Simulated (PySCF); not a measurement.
Species: C2H9FSSi2.
Structure used (GFN2-xTB), in Å, numbered top down from 1:
```xyz
15
C2H9FSSi2 angstrom
C     -3.0378    0.0900   -0.0285
Si    -1.2083    0.4349    0.2570
F     -0.8699    0.1984    1.8219
S     -0.0558   -0.9786   -0.8559
C      1.4928   -1.0583    0.1235
Si     2.6715    0.3881   -0.2498
H     -3.2809    0.1155   -1.0856
H     -3.6477    0.8329    0.4752
H     -3.3192   -0.8886    0.3523
H     -0.7703    1.8030    0.0410
H      1.9392   -2.0103   -0.1569
H      1.2151   -1.1159    1.1731
H      2.9104    0.4295   -1.6902
H      3.9068    0.1334    0.4922
H      2.0497    1.6342    0.2001
```

Theory: PySCF, TDDFT wB97X-D/def2-SVPD, vertical, gas phase, core orbitals frozen in the response.

Ground-to-excited transition dipoles (e·a0, same axes as the geometry; the sign carries no meaning), for the states with f of 0.002 or more among the lowest 7:

```tsv
state	E (eV)	μx	μy	μz
S1	5.367	-0.080	-0.105	-0.024
S2	6.483	-0.156	-0.389	0.086
S3	6.884	0.445	-0.134	-0.163
S4	7.248	0.318	0.048	0.131
S5	7.270	0.246	-0.017	0.055
S6	7.479	-0.229	0.183	0.153
S7	7.619	-0.271	-0.144	-0.096
```

Work out the oscillator strengths.

f = (2/3) ΔE |μ|² with ΔE in hartree (27.2114 eV).

```tsv
state	|μ|² (au)	|μ| (D)	f
S1	0.018	0.34	0.002
S2	0.183	1.09	0.029
S3	0.243	1.25	0.041
S4	0.120	0.88	0.021
S5	0.064	0.64	0.011
S6	0.109	0.84	0.020
S7	0.103	0.82	0.019
```

Which bond between heavy atoms lies closest to the direction of the S3 transition dipole?

Si2–S4, at 33° from it; next C1–Si2 at 39°.

What angle do the transition dipoles of S3 and S6 make?

|cos θ| = |μa·μb| / (|μa| |μb|) = 0.93, so θ ≈ 22° (taken between 0 and 90°, since the signs are arbitrary).

What peak molar absorption coefficient would the strongest computed level give as a lone Gaussian band 0.3 eV wide at half height?

ε(max) = 2.175×10⁸ f / FWHM, with the width in cm⁻¹. S3: 2.175×10⁸ × 0.0409 / 2420 ≈ 3700 L mol⁻¹ cm⁻¹.

One conformer stands for the species.
